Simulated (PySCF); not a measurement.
HI, charge +1, doublet, at a GFN2-xTB geometry (a state made from the parent by changing its charge; the spin is typed, not shown lowest) (all electrons, no relativity), with bond 1-2 at 1.3 times its length. Base run: PBE/6-311G** run with PySCF.

Geometry (Å):
```xyz
2

I      0.0000     0.0000    -0.5166
H      0.0000     0.0000     1.5919
```
Charge +1, spin multiplicity 2.
Orbitals are unrestricted.
All else is at PySCF's defaults.
Base energy -6919.09268 Eh.

Each row names what was changed in the base input (with any setting that the change needs).

| change | ΔE vs base (µEh) | SCF cycles | <S^2> | outcome |
|---|---|---|---|---|
| base | 0.0 | 16 | 0.757 | converged |
| conv_tol = 1e-12 | 0.0 | 36 | 0.757 | converged |
| diis_space = 4 | 0.0 | 19 | 0.757 | converged |
| diis_space = 2 | - | 50 | - | not converged |
| init_guess = 1e | 0.0 | 18 | 0.757 | converged |
| conv_tol = 1e-6 | 0.0 | 13 | 0.757 | converged |
| init_guess = atom | 0.0 | 15 | 0.757 | converged |
| diis_space = 20 | 0.0 | 16 | 0.757 | converged |
| level_shift = 0.3 (with mf.max_cycle = 100) | 0.0 | 19 | 0.757 | converged |
| conv_tol = 1e-11 | 0.0 | 18 | 0.757 | converged |
| init_guess = huckel | 0.0 | 16 | 0.757 | converged |
| conv_tol = 1e-4 | - | 11 | - | not converged |
| solver = newton | 0.0 | - | 0.757 | converged |

Open shells are given as the SCF converged; they aren't shown to be the lowest states, and a large step between rows can be another state.
